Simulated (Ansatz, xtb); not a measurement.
# Two isomers of C3H9NSi3

Structure X is `N#C[Si@H]1CC[SiH2][SiH2]1`, a singlet and structure Y is `N#C[Si@H]1C[SiH2]C[SiH2]1`, a singlet. Both are isolated molecules in the gas phase, relaxed with B3LYP/def2-SVP; the shapes shown needn't be the lowest conformers.

X (Å):

```json
{"atom": "C", "x (Å)": "0.0466", "y (Å)": "-1.4762", "z (Å)": "-1.3304"}
{"atom": "C", "x (Å)": "-1.9170", "y (Å)": "-0.0615", "z (Å)": "0.5311"}
{"atom": "C", "x (Å)": "-0.9090", "y (Å)": "0.7307", "z (Å)": "1.3976"}
{"atom": "N", "x (Å)": "0.9261", "y (Å)": "-2.2360", "z (Å)": "-1.3389"}
{"atom": "Si", "x (Å)": "-1.3319", "y (Å)": "-0.2130", "z (Å)": "-1.2782"}
{"atom": "Si", "x (Å)": "-0.4875", "y (Å)": "2.4485", "z (Å)": "0.6577"}
{"atom": "Si", "x (Å)": "-0.4013", "y (Å)": "1.9321", "z (Å)": "-1.6544"}
{"atom": "H", "x (Å)": "-2.3952", "y (Å)": "-0.7055", "z (Å)": "-2.1961"}
{"atom": "H", "x (Å)": "-2.8955", "y (Å)": "0.4533", "z (Å)": "0.5063"}
{"atom": "H", "x (Å)": "-2.1095", "y (Å)": "-1.0633", "z (Å)": "0.9518"}
{"atom": "H", "x (Å)": "-1.2883", "y (Å)": "0.8525", "z (Å)": "2.4268"}
{"atom": "H", "x (Å)": "0.0367", "y (Å)": "0.1667", "z (Å)": "1.4872"}
{"atom": "H", "x (Å)": "-1.6009", "y (Å)": "3.4116", "z (Å)": "0.9189"}
{"atom": "H", "x (Å)": "0.7732", "y (Å)": "3.0022", "z (Å)": "1.2316"}
{"atom": "H", "x (Å)": "-1.2827", "y (Å)": "2.7883", "z (Å)": "-2.5008"}
{"atom": "H", "x (Å)": "0.9660", "y (Å)": "1.8722", "z (Å)": "-2.2439"}
```

Y (Å):

```xyz
16

C    -0.1794   -1.8417   -0.9595
C    -1.9668   -0.0034    0.7253
C    -0.5141    2.5476   -0.0085
N     0.6016   -2.7006   -0.9066
Si   -1.4034   -0.4312   -1.0371
Si   -0.8214    1.3443    1.4325
Si   -0.2783    1.5763   -1.6344
H    -2.5076   -0.8981   -1.9208
H    -2.0212   -0.8944    1.3715
H    -2.9897    0.4096    0.6543
H     0.4698    0.7277    1.8583
H    -1.4363    2.0272    2.6094
H     0.3419    3.2131    0.1915
H    -1.4038    3.1931   -0.1180
H    -0.8859    2.2730   -2.8066
H     1.1623    1.3167   -1.9189
```

Question: Estimate E(Y) − E(X) at the level CCSD(T)/def2-SVP + ΔMP2/def2-TZVPP.

Answer: Calculated at CCSD(T)/def2-SVP + ΔMP2/def2-TZVPP: E(Y) − E(X) = −0.581 eV, so structure Y lies lower.

The same difference at several levels:

| level | geometry | E(Y) − E(X) (eV) | departure from the last row (eV) | job, with rough time for the two |
| --- | --- | --- | --- | --- |
| GFN2-xTB | GFN2-xTB | −0.135 | +0.445 | optimisation, 0.21 s |
| HF/STO-3G | GFN2-xTB | −0.390 | +0.191 | single point, 0.4 s |
| r2SCAN-D4/def2-SVP | GFN2-xTB | −0.493 | +0.088 | single point, 4.3 s |
| B3LYP/def2-SVP | B3LYP/def2-SVP | −0.440 | +0.140 | optimisation, 37 s |
| HF/def2-SVP | B3LYP/def2-SVP | −0.555 | +0.026 | part of the CCSD(T) run |
| MP2/def2-SVP | B3LYP/def2-SVP | −0.497 | +0.083 | part of the CCSD(T) run |
| CCSD(T)/def2-SVP | B3LYP/def2-SVP | −0.424 | +0.156 | single point |
| CCSD(T)/def2-SVP + ΔMP2/def2-TZVPP | B3LYP/def2-SVP | −0.581 |  | single point, 69 s |

As drawn, Y has 2 C–Si in place of 1 C–C, 1 Si–Si.

The levels shown agree on the order. The largest departure from CCSD(T)/def2-SVP + ΔMP2/def2-TZVPP is that of GFN2-xTB, 0.445 eV. The last row adds to CCSD(T) the change of the MP2 difference between the two basis sets, here −0.156 eV, a large step that makes the value less sure.

With thermal terms from frequencies at re-optimised GFN2-xTB minima (ideal gas, soft modes damped towards free rotors, one conformer each, 298.15 K, 1 atm): on the last row, ΔE + ΔZPE = −0.614, ΔH = −0.613, ΔG = −0.619 eV.

The correlated steps freeze 19 core orbitals. Codes used: Ansatz 0.2.0, xtb 6.7.1; the last row on 4 threads of Arm Neoverse V2 on a shared host.
